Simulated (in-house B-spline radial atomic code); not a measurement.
# TDHF excitations of the osmium ion Os⁸⁺

Method: TDHF. Computed with a B-spline radial code for spherical atoms: linear response of the closed shell [Xe] 4f14 with bare exchange (time-dependent Hartree-Fock); scalar-relativistic (spin-free one-electron X2C), finite nucleus, no spin-orbit coupling, no double excitations, S, P, D and F terms only; shells from n = 3 respond. Only terms of natural parity with L up to 3 were computed.

Spin-orbit coupling is strong here, so these LS terms don't match observed levels.

Command:
```bash
python run_td.py task.json out
```
Settings (radii: box in bohr, nucleus in fm):
```
Z                        76
electrons                68
configuration            [Xe] 4f14
hamiltonian              x2c
method                   hf
box_radius               11.59
rms_radius               5.4126
intervals                68
```

Cost of the run: 6.5 s on 1 thread of Intel(R) Xeon(R) Platinum 8375C CPU @ 2.90GHz (Ice Lake), on a shared host.

The lowest states, in the order of their Tamm-Dancoff energies; the method's threshold (minus the highest occupied level) is 171.97 eV. Labels give the largest channel, * marks a mixed state, and oscillator strengths are full-response dipole values. Energies in eV:

```csv
state,full response,Tamm-Dancoff,oscillator strength
5p → 5d 3P,50.31,50.48,-
5p → 5d 3F,51.32,51.72,-
5p → 5d 1F,54.84,54.94,-
5p → 5d 1P*,?,?,?
4f → 5d 3P,64.99,65.09,-
4f → 5d 3F,67.23,67.28,-
4f → 5d 1F,68.06,68.08,-
4f → 5d 1P,70.89,71.91,3.33
5p → 6s 3P,?,?,-
5p → 6s 1P,76.66,76.69,1.07
5p → 6p 3S,87.61,87.64,-
5p → 6p 3D,89.58,89.61,-
5p → 6p 1D,90.23,90.24,-
4f → 6s 3F,91.58,91.60,-
4f → 6s 1F,91.86,91.87,-
5p → 6p 1S,92.10,92.28,-
```

**Question.** Where does 5p → 6s 3P lie?

**Answer.** At 75.60 eV in full response, 75.62 eV in Tamm-Dancoff.

**Question.** Where does 5p → 5d 1P lie?

**Answer.** At 61.64 eV in full response, 62.74 eV in Tamm-Dancoff, oscillator strength 2.94.

**Question.** How large is the singlet-triplet splitting of 5p → 5d (F terms) in Tamm-Dancoff?

**Answer.** 3.22 eV, from the unrounded values.

**Question.** What polarisabilities and dispersion coefficient does the method give?

**Answer.** Dipole 1.418 bohr³, quadrupole 1.466 bohr⁵, C6 4.486 hartree·bohr⁶ for two such species.
